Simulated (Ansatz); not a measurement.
`C[O][Ge][OH]` + `C#[C][AlH][NH2]` → `C[O][Ge][NH2]` + `C#[C][AlH][OH]`  (redistribution)

Computed with Ansatz on PBE0-D4/def2-TZVP structures; ΔE is electronic, products minus reactants. CCSD(T)/CBS adds triple-zeta CCSD(T) − MP2 to the extrapolated MP2 energy (def2 sets, frozen cores). DFT in def2-TZVPP. For Ge outer-core shells are correlated without core-valence functions, which leaves a few kJ/mol of doubt a bond. Scalar relativity is left out up to krypton. One conformer a species, not always the lowest.

```csv
species,PBE-D4 energy (Eh)
`C[O][Ge][OH]`,-2267.57089
`C#[C][AlH][NH2]`,-375.53310
`C[O][Ge][NH2]`,-2247.69062
`C#[C][AlH][OH]`,-395.41782
```

(1) Work out ΔE.

Largest T1 diagnostic among the species: 0.015.

Answers

(1) ΔE = (-2247.69062) + (-395.41782) − (-2267.57089) − (-375.53310) = -0.00445 Eh = -11.7 kJ/mol. CCSD(T)/CBS gives -16.2 kJ/mol.

From PBE to PBE0 (25 % exact exchange), in def2-TZVPP and without D4, ΔE moves by −3.3 kJ/mol.
